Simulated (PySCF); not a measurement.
I₂Zn, charge -1, multiplicity 2. Atoms are numbered in the order given.

```xyz
3

Zn     0.0000     0.0000    -1.0561
I      0.0000    -2.3488     0.2989
I      0.0000     2.3488     0.2989
```
Charge -1, spin multiplicity 2.

The structure is a stationary point at B3LYP-D3(BJ)/def2-SVPD. The multiplicity is an assumed one; other spin states were not compared. The isomer is the one that the SMILES or the coordinates give; other isomers of the formula were not compared. The def2 effective core potentials stand for the cores of I; spin–orbit coupling is left out.

Computed with CAM-B3LYP/def2-TZVPD (PySCF).

The molecule is in vacuum.

The total energy comes out as -2375.10299 hartree. The point group comes out as C2v, the α spin, highest occupied and lowest empty level is -1.98 and 3.25 eV and the β spin, highest occupied and lowest empty level is -4.13 and 2.12 eV. The dipole moment about the centre of nuclear charge is 0.57 D. The mean static polarisability is 146.8 bohr³ (21.75 Å³) and the polarisability, principal values comes out as 108.4, 138.3, 193.8 bohr³. The ⟨S²⟩ comes out as 0.754 (pure state 0.75).
